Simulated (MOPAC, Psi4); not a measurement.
Torsional profile of SMILES CC(C)(C)CCc1ccco1. Scanned: dihedral C5–C6–C7–O11; all other coordinates were relaxed at GFN2-xTB. Points at φ and −φ are mirror images. Heavy atoms are numbered in the order of the SMILES CC(C)(C)CCc1ccco1, hydrogens after them in the order of the atoms that carry them; the mirror image has the same energies with the sign of each dihedral reversed.

- PBE-D3(BJ)/def2-SVP // GFN2-xTB (Psi4)
- PM7, restricted, heats of formation // GFN2-xTB (MOPAC)
- PBE/def2-SVP // GFN2-xTB (Psi4)

Energies in kcal/mol, each method relative to its own lowest point.

```tsv
φ / °	PBE-D3(BJ)/def2-SVP	PM7	PBE/def2-SVP
-165	0.15	0.16	0.24
-150	0.51	0.15	0.58
-135	0.79	0.12	0.84
-120	0.88	0.07	0.91
-105	0.77	0.02	0.79
-90	0.42	0.00	0.43
-75	0.12	0.02	0.12
-60	0.01	0.10	0.00
-45	0.34	0.25	0.32
-30	0.95	0.40	0.93
-15	1.54	0.46	1.52
0	1.77	0.48	1.75
15	1.54	0.46	1.52
30	0.95	0.40	0.93
45	0.34	0.25	0.32
60	0.01	0.10	0.00
75	0.12	0.02	0.12
90	0.42	0.00	0.43
105	0.77	0.02	0.79
120	0.88	0.07	0.91
135	0.79	0.12	0.84
150	0.51	0.15	0.58
165	0.15	0.16	0.24
180	0.00	0.16	0.09
```
